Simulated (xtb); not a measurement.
prop-2-enylcyclopropane (C₆H₁₀), SMILES C=CCC1CC1. All values are semi-empirical tight-binding results from xtb (GFN2-xTB unless named), good for trends rather than for accurate numbers. Geometry optimised at GFN2-xTB. Other conformers were not sampled.

Optimised geometry:

Bonded distances (Å): C1–C2 1.320, C1–H7 1.078, C1–H8 1.077, C2–C3 1.496, C2–H9 1.082, C3–C4 1.520, C3–H10 1.093, C3–H11 1.095, C4–C5 1.498, C4–C6 1.498, C4–H12 1.085, C5–C6 1.500, C5–H13 1.080, C5–H14 1.080, C6–H15 1.078, C6–H16 1.080. Bond angles (°): C2–C1–H7 121.7, C2–C1–H8 122.1, H7–C1–H8 116.2, C1–C2–C3 124.2, C1–C2–H9 119.9, C3–C2–H9 115.9, C2–C3–C4 114.0, C2–C3–H10 109.3, C2–C3–H11 108.9, C4–C3–H10 108.3, C4–C3–H11 108.3, H10–C3–H11 107.9, C3–C4–C5 121.2, C3–C4–C6 122.3, C3–C4–H12 112.0, C5–C4–C6 60.1, C5–C4–H12 116.4, C6–C4–H12 116.0, C4–C5–C6 60.0, C4–C5–H13 118.7, C4–C5–H14 117.7, C6–C5–H13 118.6, C6–C5–H14 117.8, H13–C5–H14 113.9, C4–C6–C5 59.9, C4–C6–H15 118.9, C4–C6–H16 118.2, C5–C6–H15 118.1, C5–C6–H16 118.4, H15–C6–H16 113.4.

* **orbital gap**: 5.34 eV
* **dipole moment**: 0.29 D
* **zero-point energy**: 88.3 kcal/mol
* **G − E(el) at 298.15 K (modified RRHO)**: 69.1 kcal/mol
* **static polarisability (D4 model)**: 69.2 bohr³
* **solvation energy, GFN2-xTB/ALPB(water)**: -0.4 kcal/mol
* **solvation energy, GFN2-xTB/ALPB(dmso)**: -4.6 kcal/mol

Computed IR lines (harmonic; lines under 4 % of the strongest left out, lines within 3 cm⁻¹ merged):
ν (cm⁻¹): 898 (m), 993 (w), 1030 (m), 1038 (w), 1150 (w), 1216 (w), 1391 (w), 1496 (w), 1719 (m), 2932 (s), 2965 (s), 3028 (s), 3058 (s), 3085 (m), 3088 (m), 3096 (s), 3113 (vs), 3121 (vs) (against the strongest line: vs over 80 %, s over 45 %, m over 15 %, w over 4 %, vw less)

Computed atomic charges and the Wiberg bond orders between heavy atoms:
charges (e) C1 -0.09, C2 -0.02, C3 -0.06, C4 -0.02, C5 -0.07, C6 -0.07, H7 0.04, H8 0.03, H9 0.03, H10 0.04, H11 0.04, H12 0.02, H13 0.03, H14 0.03, H15 0.03, H16 0.03. Bond orders C1–C2 1.98, C2–C3 1.03, C3–C4 0.99, C4–C5 0.98, C4–C6 0.98, C5–C6 0.98.
